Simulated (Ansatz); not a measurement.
Isolated molecules relaxed with PBE0-D4/def2-TZVP in Ansatz; ΔE leaves out vibrations. CCSD(T)/CBS is the MP2 limit (def2-TZVPP, def2-QZVPP) plus CCSD(T) − MP2 in def2-TZVPP, frozen cores. Functionals use def2-TZVPP. B3LYP here is the variant with VWN-RPA as its local correlation; programs differ in this. For Ge outer-core shells are correlated without core-valence functions, which leaves a few kJ/mol of doubt a bond. Scalar relativity is left out up to krypton. Each species was taken in one conformer, which may not be the lowest.

`[SiH3][B]1[O][GeH2]1` + `O[Si](O)(F)O[SiH3]` → `O[Si](F)(O[SiH3])O[SiH3]` + `[BH]1[O][GeH2]1`  (cleavage of the Si–B bond)

`[SiH3][B]1[O][GeH2]1`:

Z-matrix (Å, degrees):
```
Si
B 1 2.007
H 1 1.486 2 107.8
H 1 1.486 2 107.9 3 117.5
H 1 1.487 2 112.7 3 -121.2
O 2 1.289 1 144.7 3 121.0
Ge 2 2.049 1 145.5 3 -58.9
H 7 1.541 2 119.2 1 112.0
H 7 1.541 2 119.2 1 -112.1
```

`O[Si](O)(F)O[SiH3]`:

```xyz
11

O     1.875   -0.975   -0.882
Si    1.083   -0.025    0.170
O     1.094    1.494   -0.389
F     1.816   -0.132    1.574
O    -0.444   -0.459    0.407
Si   -2.017   -0.055    0.170
H     2.158   -1.842   -0.590
H     1.903    1.831   -0.776
H    -2.844   -1.196    0.630
H    -2.270    0.199   -1.270
H    -2.355    1.158    0.956
```

`O[Si](F)(O[SiH3])O[SiH3]`:

Z-matrix (Å, degrees):
```
Si
F 1 1.585
O 1 1.605 2 109.1
O 1 1.608 2 107.0 3 -120.2
O 1 1.620 2 109.7 3 118.1
Si 3 1.642 1 146.3 2 99.9
Si 4 1.640 1 147.1 2 101.3
H 5 0.957 1 119.3 2 60.7
H 6 1.484 3 110.2 1 -48.3
H 6 1.482 3 107.5 1 -168.1
H 6 1.483 3 109.8 1 72.5
H 7 1.485 4 110.0 1 43.5
H 7 1.484 4 109.9 1 -77.2
H 7 1.482 4 107.7 1 163.2
```

`[BH]1[O][GeH2]1`:

Cartesian coordinates in Å:
```
B 0.286 0.045 1.158
O 0.794 0.865 0.292
Ge -0.444 -0.355 -0.674
H 0.352 -0.172 2.326
H 0.449 -0.989 -1.753
H -1.437 0.605 -1.350
```

(1) Is it downhill or uphill in electronic energy at CCSD(T)/CBS, and by how much? (Best estimate.)

(2) What do these levels give: PBE-D4, r2SCAN-D4, B3LYP-D4, ωB97M-V, B2PLYP, PBE, r2SCAN, MP2/def2-TZVPP, CCSD/def2-TZVPP, HF/def2-QZVPP, MP2/def2-QZVPP, SCS-MP2/def2-QZVPP? (An estimate is asked.)

Largest T1 diagnostic among the species: 0.017.

## Answers

(1) Computed: Downhill: ΔE = -1.07 eV.

(2) The calculation gave: PBE-D4 -0.82, r2SCAN-D4 -1.00, B3LYP-D4 -1.08, ωB97M-V -1.09, B2PLYP -1.09, PBE -0.80, r2SCAN -0.99, MP2/def2-TZVPP -1.11, CCSD/def2-TZVPP -1.10, HF/def2-QZVPP -1.38, MP2/def2-QZVPP -1.13, SCS-MP2/def2-QZVPP -1.18 eV.

The D4 term adds −0.03 eV with B3LYP and −0.02 eV with PBE0; it sums over pairs of atoms, weighted by their polarisabilities, and B3LYP, whose exchange is more repulsive, gets the larger term. In def2-TZVPP, CCSD(T) changes the Hartree–Fock value by +0.29 eV (the triples alone add +0.05 eV) and MP2 by +0.23 eV. From PBE to PBE0 (25 % exact exchange), in def2-TZVPP and without D4, ΔE moves by −0.11 eV.
